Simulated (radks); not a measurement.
Fe2+, configuration [Ar] 3d6 (the NIST ground configuration). All-electron calculation, Dirac Kohn-Sham, LDA (Slater exchange, Perdew-Wang correlation), spin-unpolarised, spherical densities, finite nucleus; open shells fill j = l - 1/2 first; Fermi nuclear charge, rms radius 3.7377 fm. Program: a radial shooting solver on a logarithmic mesh with Libxc functionals.

Normalised radial functions P(r) = r R(r) (large component), r in bohr:

```
   r/bohr * 2p3/2, o 3p1/2 (the largest magnitude, 1.96, reaches the edge; | marks zero, & curves that meet)
 0.001936                             &
 0.002797                             &
 0.004009                             &
 0.005793                             &
 0.008303                             &
    0.012                             o*
  0.01733                             |o*
  0.02484                             |o *
   0.0359                             | o   *
  0.05186                             |   o     *
  0.07434                             |     o         *
   0.1074                             |       o             *
    0.154                             |       o                  *
   0.2224                             |    o                    *
   0.3214                           o |                  *
   0.4606                  o          |         *
   0.6656             o               |  *
   0.9616               o             *
    1.378                      o      *
    1.991                           o *
    2.854                             &
    4.124                             &
```

2p3/2: eigenvalue -711.86 eV, 0 radial nodes, <r> = 0.237 bohr, 90 % of the charge inside 0.388 bohr. 3p1/2: eigenvalue -79.467 eV, 1 radial node at r = 0.295 bohr, <r> = 0.853 bohr, 90 % of the charge inside 1.32 bohr.
